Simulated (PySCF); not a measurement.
**Nuclear quadrupole coupling in `[O-]C1(C(F)=C(F)F)CC1`**

Compound: C5H4F3O (charge -1).
Numbering: `[O-:1][C:2]1([C:3]([F:4])=[C:5]([F:6])[F:7])[CH2:8][CH2:9]1` (hydrogens: H10, H11 on C8; H12, H13 on C9)

Geometry (GFN2-xTB, Å), atoms numbered from 1 in this order:
```xyz
13
C5H4F3O angstrom
O     -0.5293    1.3508    1.0052
C     -0.4195    0.5369    0.0096
C      1.0447    0.4416   -0.4248
F      1.5006    1.4465   -1.2274
C      1.9702   -0.3434    0.1090
F      3.3192   -0.2378   -0.0411
F      1.7206   -1.4164    0.8745
C     -1.1986   -0.7623   -0.2002
C     -1.3906    0.3904   -1.1634
H     -2.0082   -0.9696    0.4845
H     -0.6854   -1.6447   -0.5589
H     -2.3266    0.9279   -1.1099
H     -1.0013    0.2807   -2.1679
```

Field gradients from the PBE0/pcSseg-1 density (PySCF, non-relativistic), principal values in atomic units, ordered |Vxx| ≤ |Vyy| ≤ |Vzz|:

| atom | Vxx | Vyy | Vzz |
| --- | --- | --- | --- |
| O1 | -0.7067 | -0.9530 | 1.6597 |

Question: Find the asymmetry η = (Vxx − Vyy)/Vzz and the couplings χ = eQV/h (234.96 MHz × Q in barn × V in au), with Q(17O) = −0.0256 b.

Answer: 
| atom | environment | nucleus | η | χzz (MHz) | χxx (MHz) | χyy (MHz) |
| --- | --- | --- | --- | --- | --- | --- |
| O1 | alkoxide oxygen | 17O | 0.15 | -9.98 | 4.25 | 5.73 |

Question: What is Vzz at O1 in SI units (1 au = 9.71736 × 10²¹ V/m²)?

Answer: 1.6597 au = 16.128 × 10²¹ V/m².

Question: What couplings would deuterons (Q(2H) = 0.00286 b) have in place of the hydrogens, at this geometry?

Answer: 
| atom | bonded to | bond length (Å) | Vzz (au) | η | χzz (kHz) |
| --- | --- | --- | --- | --- | --- |
| H10 | C8 | 1.080 | 0.3402 | 0.09 | 229 |
| H11 | C8 | 1.082 | 0.3360 | 0.09 | 226 |
| H12 | C9 | 1.081 | 0.3397 | 0.09 | 228 |
| H13 | C9 | 1.083 | 0.3354 | 0.09 | 225 |

Isolated species at its GFN2-xTB geometry (one conformer only). The pcSseg-1 basis has no diffuse functions, a weakness for an anion. The HOMO energy is positive at this level (+0.02 eV), so the outermost electrons may be held by the finite basis alone. GFN2-xTB bond lengths can be off by several hundredths of an ångström, more for odd bonds, and the gradients follow them. The small basis limits the accuracy of the gradients.

The run behind these numbers computed NMR shieldings as well. Hardware: an Arm Neoverse V2 with one thread, no GPU, shared host. Cost: 22 s (grids of density and orbitals included), 0.77 GiB resident at most.
